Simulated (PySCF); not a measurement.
**Radial density of Sc⁺ (scandium, charge +1)**

UHF, [Ar] 4s1 4p1, high-spin 3P determinant (an excited configuration). Calculation: PySCF 2.14, in aug-cc-pwCVTZ-DK (10s9p7d4f3g, 127 functions); the spin-free X2C one-electron Hamiltonian (Gaussian nucleus).

```tsv
r (bohr)	4πr²ρ (e/bohr)	4πr²(ρα − ρβ)
0.00131	0.1678	0.0001
0.00220	0.4306	0.0002
0.00370	1.082	0.0005
0.00622	2.619	0.0012
0.0105	5.954	0.0027
0.0176	12.11	0.0054
0.0296	20.31	0.0085
0.0498	24.89	0.0088
0.0838	20.59	0.0067
0.141	19.48	0.0234
0.237	26.47	0.0445
0.399	14.74	0.0243
0.671	7.027	0.1817
1.13	7.737	0.1403
1.90	1.672	0.2819
3.19	0.6715	0.6498
5.37	0.1693	0.1693
9.03	0.002761	0.0028
```

Densities and radii are taken from the X2C orbitals without a picture-change correction, which distorts them close to the nucleus.

⟨L²⟩ = 3.09 against 2 for a pure P term, so this real determinant mixes terms.
